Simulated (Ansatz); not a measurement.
`OBC#CO` and `NC#CO` differ in one atom or group.

Ansatz, PBE0-D4/def2-TZVP geometries, multiplicity 1. Each molecule was computed in one conformer, which needn't be the lowest.

| property | `OBC#CO` |
| --- | --- |
| HOMO energy (ωB97M-V/def2-TZVPP) / eV | -9.82 |
| HOMO energy (B3LYP/def2-TZVPP) / eV | -7.39 |
| size of the dipole moment (PBE/def2-TZVPP) / D | 4.05 |
| HOMO–LUMO gap (PBE0/def2-TZVPP) / eV | 7.03 |
| HOMO energy (PBE0/def2-TZVPP) / eV | -7.62 |
| size of the dipole moment (ωB97M-V/def2-TZVPP) / D | 3.92 |

Give the same properties after the change, and the shifts. (Best estimate.)

The calculation gave: 
| property | `NC#CO` | shift |
| --- | --- | --- |
| HOMO energy (ωB97M-V/def2-TZVPP) / eV | -8.35 | 1.47 |
| HOMO energy (B3LYP/def2-TZVPP) / eV | -5.90 | 1.49 |
| size of the dipole moment (PBE/def2-TZVPP) / D | 0.74 | -3.31 |
| HOMO–LUMO gap (PBE0/def2-TZVPP) / eV | 6.86 | -0.17 |
| HOMO energy (PBE0/def2-TZVPP) / eV | -6.11 | 1.51 |
| size of the dipole moment (ωB97M-V/def2-TZVPP) / D | 0.76 | -3.16 |

With PBE0 the HOMO rises by 1.51 eV and the LUMO rises by 1.34 eV, so the gap narrows by about 0.17 eV. PBE moves the HOMO by 1.54 eV and ωB97M-V by 1.47 eV. The zero-point energy changes by -5.4 kJ/mol with -3 modes. Dipoles are sizes alone; their direction can turn.

B3LYP here is the variant with VWN-RPA as its local correlation; programs differ in this.
